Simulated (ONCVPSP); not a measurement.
# Reading a pseudo-wave (terbium)

Columns: radius, all-electron u(r) and pseudo u(r) of the 5s shell (level -49.90 eV) of terbium in the configuration [Kr] 4d10 4f8 5s2 5p6 5d2 6s1; PBEsol, scalar-relativistic, ONCV scheme, ONCVPSP 4.0.1.

```json
{"r (bohr)": "0.130", "all-electron": "0.2115", "pseudo": "0.1139"}
{"r (bohr)": "0.260", "all-electron": "0.0619", "pseudo": "0.2342"}
{"r (bohr)": "0.390", "all-electron": "-0.5192", "pseudo": "0.3639"}
{"r (bohr)": "0.520", "all-electron": "-0.4206", "pseudo": "0.5007"}
{"r (bohr)": "0.650", "all-electron": "0.0386", "pseudo": "0.6365"}
{"r (bohr)": "0.780", "all-electron": "0.4991", "pseudo": "0.7593"}
{"r (bohr)": "0.910", "all-electron": "0.8203", "pseudo": "0.8564"}
{"r (bohr)": "1.040", "all-electron": "0.9884", "pseudo": "0.9176"}
{"r (bohr)": "1.170", "all-electron": "1.0359", "pseudo": "0.9377"}
{"r (bohr)": "1.300", "all-electron": "1.0026", "pseudo": "0.9175"}
{"r (bohr)": "1.430", "all-electron": "0.9219", "pseudo": "0.8632"}
{"r (bohr)": "1.560", "all-electron": "0.8186", "pseudo": "0.7844"}
{"r (bohr)": "1.690", "all-electron": "0.7088", "pseudo": "0.6919"}
{"r (bohr)": "1.820", "all-electron": "0.6024", "pseudo": "0.5954"}
{"r (bohr)": "1.950", "all-electron": "0.5047", "pseudo": "0.5024"}
{"r (bohr)": "2.080", "all-electron": "0.4182", "pseudo": "0.4177"}
{"r (bohr)": "2.210", "all-electron": "0.3435", "pseudo": "0.3434"}
{"r (bohr)": "2.340", "all-electron": "0.2802", "pseudo": "0.2802"}
{"r (bohr)": "2.470", "all-electron": "0.2273", "pseudo": "0.2273"}
{"r (bohr)": "2.600", "all-electron": "0.1835", "pseudo": "0.1835"}
{"r (bohr)": "2.730", "all-electron": "0.1477", "pseudo": "0.1476"}
{"r (bohr)": "2.860", "all-electron": "0.1184", "pseudo": "0.1184"}
{"r (bohr)": "2.990", "all-electron": "0.0947", "pseudo": "0.0947"}
{"r (bohr)": "3.120", "all-electron": "0.0756", "pseudo": "0.0756"}
{"r (bohr)": "3.250", "all-electron": "0.0602", "pseudo": "0.0602"}
{"r (bohr)": "3.380", "all-electron": "0.0479", "pseudo": "0.0479"}
```

**Question.** How many radial nodes do the two functions have?

**Answer.** The all-electron 5s function has n − l − 1 = 4 (the table is too coarse to show those close to the nucleus); the pseudo-wave has 0, since the states of the same l below it are removed with the core.

**Question.** At about which radius was the pseudo-wave matched?

**Answer.** 2.35 bohr. The columns agree to 0.0005 from 2.21 bohr on; several derivatives are matched, so the curves merge somewhat inside the radius.

**Question.** Where does each function peak?

**Answer.** Outermost all-electron maximum near 1.17 bohr, pseudo maximum near 1.17 bohr (to the table’s step).

**Question.** Is the pseudo-wave norm-conserving?

**Answer.** Yes: the ONCV scheme keeps the norm inside the radius equal to the all-electron one, which fixes the energy derivative of the logarithmic derivative at the level.
